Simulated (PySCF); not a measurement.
# What the low excited states add to the polarisability

C₅H₉NO.
Numbering: `[CH3:1]/[N:2]=[CH:3]/[CH:4]1[CH2:5][O:6][CH2:7]1` (hydrogens: H8, H9, H10 on C1; H11 on C3; H12 on C4; H13, H14 on C5; H15, H16 on C7)

Structure used (GFN2-xTB), in Å, numbered top down from 1:
```
atom  x, y, z in Å
C1     2.8585   -0.1306    0.4526
N2     1.5263    0.0810    0.9181
C3     0.5490   -0.0388    0.1414
C4    -0.8392    0.1680    0.6234
C5    -1.8502   -0.9307    0.2470
O6    -2.6403   -0.0120   -0.5066
C7    -1.7372    1.0630   -0.2503
H8     3.3045   -0.9223    1.0554
H9     3.4296    0.7813    0.6298
H10    2.9173   -0.4011   -0.6107
H11    0.6535   -0.3052   -0.9227
H12   -0.8271    0.4303    1.6799
H13   -1.4495   -1.7316   -0.3819
H14   -2.4069   -1.3637    1.0814
H15   -1.2716    1.4302   -1.1703
H16   -2.2245    1.8913    0.2696
```

The calculation used TDDFT PBE0/def2-SVPD, vertical, gas phase, core orbitals frozen in the response in PySCF 2.14.0, density-fitted response routines.

Excitation energies and transition dipoles (atomic units, axes of the coordinates) of those of the lowest 6 singlets that add 0.02 au or more to the mean polarisability:

```tsv
state	ΔE (hartree)	μx	μy	μz
S4	0.2579	-0.689	0.082	0.147
S5	0.2663	0.057	-0.065	-0.251
S6	0.2686	0.703	-0.022	0.097
```

Task: What does each state add to αxx, αyy and αzz, and how do the sums compare with the full static tensor?

Result: Each state adds 2 μα² / ΔE.

| state | αxx (au) | αyy (au) | αzz (au) |
| --- | --- | --- | --- |
| S4 | 3.68 | 0.05 | 0.17 |
| S5 | 0.02 | 0.03 | 0.47 |
| S6 | 3.68 | 0.00 | 0.07 |
| all 6 states | 7.4 | 0.1 | 0.8 |
| full response | 90.9 | 62.4 | 63.0 |
| share (%) | 8 | 0 | 1 |

The rest comes from the higher roots of the same response equations.

Task: Give the full tensor and its principal values.

Result: In au, rows and columns x, y, z:
```
x   90.9 -0.7  5.3
y   -0.7 62.4 -0.3
z    5.3 -0.3 63.0
```
Principal values 62.0, 62.5 and 91.9 au; mean 72.1 au (10.69 Å³).

Task: By how much does the contribution of these states grow at 632.8 nm?

Result: With ω = 0.0720 hartree each state's term in the mean polarisability goes from f / ΔE² to f / (ΔE² − ω²), f = (2/3) ΔE |μ|²; the sum over all 6 states goes from 2.76 to 2.99 au, a rise of 0.23 au.

A one-level model with all 40 active electrons at a single energy would need ΔE = √(N/α) = 20.3 eV to give this α, against S1 at 5.05 eV.

On Arm Neoverse V2, one thread, on a shared host, this took 36 s of wall time and 0.92 GiB of memory at its peak.

One conformer stands for the species.
